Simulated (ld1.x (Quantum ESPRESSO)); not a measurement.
**Plane-wave convergence, TM semilocal potential for O**

* Element: oxygen
* Generator: ld1.x (Quantum ESPRESSO) 7.5
* Type: norm-conserving Troullier–Martins (semilocal form)
* Functional: PBEsol
* Relativity: non-relativistic
* Frozen core: [He]
* Valence charge: 6
* Reference configuration: 2s2 2p3 (charge +1)
* Partial waves: 2s (bound): rc 0.80 bohr; 2p (bound): rc 1.30 bohr
* Local potential: the p channel
* Core correction: Bessel-smoothed model core inside 0.60 bohr

The pseudo-atom Hamiltonian at the reference potential is diagonalised in spherical Bessel functions j_l(qr) that vanish at 20 bohr, with q² up to the cutoff. All-electron valence levels (Ry): 2s -2.8982, 2p -1.7911.

Task: How do the lowest levels (Ry) of each channel move with the cutoff, and are there ghosts?

Result:

| cutoff (Ry) | s #1 | p #1 | p #2 | Σ f·Δε (mRy) |
| --- | --- | --- | --- | --- |
| 8 | -2.6584 | -0.8378 | -0.1901 | 3339.5 |
| 21 | -2.7057 | -1.3096 | -0.2383 | 1829.6 |
| 45 | -2.8496 | -1.7318 | -0.2708 | 275.0 |
| 80 | -2.8935 | -1.7905 | -0.2751 | 11.2 |
| 140 | -2.8958 | -1.7911 | -0.2751 | 5.0 |
| 260 | -2.8981 | -1.7911 | -0.2751 | 0.2 |
| 400 | -2.8982 | -1.7911 | -0.2751 | 0.0 |

Result: no extra level below or beside the all-electron valence levels (s, p tested); the semilocal form is local in each channel, so this says nothing of the separable form that plane-wave codes build from it; 10 mRy is reached at 90 Ry and 1 mRy at 200 Ry.

Its largest configuration-test error is +1038 meV.
